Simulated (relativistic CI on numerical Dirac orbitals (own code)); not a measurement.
Tl18+: sensitivity of the levels to the model

Base calculation: Dirac-Coulomb-Breit CI, separate exchange-only KLI orbitals for each configuration, model QED, unscaled Slater integrals.

Configuration list (outside the closed core [Kr] 4d10): 4f¹⁴5s²5p, 4f¹⁴5s5p², 4f¹⁴5s²5d, 4f¹³5s²5p², 4f¹⁴5s5p5d, 4f¹⁴5s²5f, 4f¹⁴5s5p5f, 4f¹⁴5s²5g, 4f¹⁴5s²6s, 4f¹⁴5p²5d, 4f¹³5s²5p5d, 4f¹⁴5p³, 4f¹³5p⁴, 4f¹⁴5p5d², 4f¹⁴5d³, 4f¹³5p²5d², 4f¹⁴5d²5f. Double excitations out of closed p, d and f shells are left out; levels of such configurations are missing from the list, as are those of other unlisted configurations, and high levels can miss mixing partners. Some configurations lack a partner that the ground configuration has and come out too high, among them 4f¹³5s²5p5d, 4f¹⁴5s²5g, 4f¹⁴5s²6s.

Variants: (1) QED terms removed. Shifts of the energy above 4f¹⁴5s²5p ²P°1/2, in cm⁻¹, for the lowest level and the first level of each name with at least 55 % of one term (blank where a level changes its place among those of its configuration and J or its character, or is not in the variant):

```
             Level    Base   Δ(1)
  4f¹⁴5s²5p ²P°1/2       0      0
  4f¹⁴5s²5p ²P°3/2  220970   -148
   4f¹⁴5s5p² ⁴P1/2  355159  +2903
   4f¹⁴5s5p² ⁴P3/2  526409  +2738
   4f¹⁴5s5p² ²D3/2  606288  +2653
   4f¹⁴5s5p² ²P1/2  623794  +2767
 4f¹³5s²5p² ⁴F°9/2  698705   -821
4f¹³5s²5p² ²H°11/2  719707   -820
 4f¹³5s²5p² ²D°5/2  724672   -822
 4f¹³5s²5p² ⁴F°3/2  730982   -945
 4f¹³5s²5p² ²G°9/2  734182   -822
 4f¹³5s²5p² ²P°1/2  754148   -959
 4f¹³5s²5p² ²H°9/2  757264   -961
 4f¹³5s²5p² ²D°3/2  768774   -954
```

At this charge transitions that keep the count of f electrons are usually good to a few per cent. Levels that differ in their count of f electrons can be misplaced by several ten thousand cm⁻¹, since the correlation energy of f electrons is missing or only estimated; rates across such gaps can be off by orders of magnitude.

Ionisation energy from one configuration of each of the two ions, the ground ones as tabulated or assumed: base 456.396 eV. The NIST ASD value (theoretical) is 467 ± 24 eV.

LS names give the leading component of a level, which can be under half, so a name can repeat, a term be missing and a line seem to break the LS rules.
